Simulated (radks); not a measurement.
Task: All-electron atom: W in [Xe] 4f14 5d2.5 6s2 6p1.5 (fractional occupations, a model configuration). Calculated with a radial shooting solver on a logarithmic mesh with Libxc functionals: scalar-relativistic Kohn-Sham, PBE, spin-unpolarised, spherical densities, finite nucleus; Fermi nuclear charge, rms radius 5.3658 fm. Some entries of the table are withheld. Estimate them.

orbital  occ.  eigenvalue (eV)  <r^2> (bohr^2)  <1/r> (bohr^-1)
1s          2        -69476.13       0.0004631            87.05
2s          2        -11997.31        0.007121            20.35
2p          6        -10495.48        0.005891            18.45
3s          2        -2767.795         0.04622            7.538
3p          6        -2322.829         0.04698            6.961
3d         10        -1810.357         0.03897            6.577
4s          2        -575.8148          0.2282            3.203
4p          6              (1)          0.2599            2.910
4d         10              (2)             (3)            2.589
5s          2              (4)           1.269              (5)
5p          6         -48.9034           1.734            1.061
4f         14         -39.3287          0.4615            2.086
5d        2.5          -8.7682           4.194           0.6965
6s          2          -8.2031           9.797           0.4315
6p        1.5              (6)           19.41           0.3079

Result: 
(1) 4p eigenvalue (eV): -429.8176
(2) 4d eigenvalue (eV): -244.5721
(3) 4d <r^2> (bohr^2): 0.3030
(4) 5s eigenvalue (eV): -85.0337
(5) 5s <1/r> (bohr^-1): 1.257
(6) 6p eigenvalue (eV): -2.8446
